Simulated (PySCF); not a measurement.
## Ag(32+): ionisation energy

Ag(32+) [Ne] 3s2 3p3 (4S) → Ag(33+) [Ne] 3s2 3p2 (3P), as a difference of total energies. Computed with PySCF 2.14 in an uncontracted even-tempered set (18 s from 5 bohr⁻², ratio 2.5; 12 p from 6.5 bohr⁻², ratio 2.5; 5 d from 27 bohr⁻², ratio 2.7; 4 f from 41 bohr⁻², ratio 2.7), with the spin-free X2C one-electron Hamiltonian (Gaussian nucleus). Correlated levels: outer shells: 1s2 frozen; virtual orbitals above 40 to 60 times the deepest correlated orbital energy dropped. The calculations carry no spin-orbit coupling.

```tsv
method	ionisation energy (eV)
UHF	1983.7
LDA	1984.2
PBE	1984.6
PBE0	1984.7
r2SCAN	1985.4
r2SCAN0	1985.3
BHandHLYP	1984.8
MP2 (outer shells)	1984.2
SCS-MP2 (outer shells)	1984.0
```

Spin-orbit coupling is strong in these open shells (close to jj coupling). The scalar numbers leave it out and a first-order estimate fails, so it can dominate the gap to the real levels.

Breit and QED terms and the two-electron picture change are absent.

For comparison: 1979 ± 8 eV (semi-empirical (NIST evaluation); NIST Atomic Spectra Database, ionization energies).
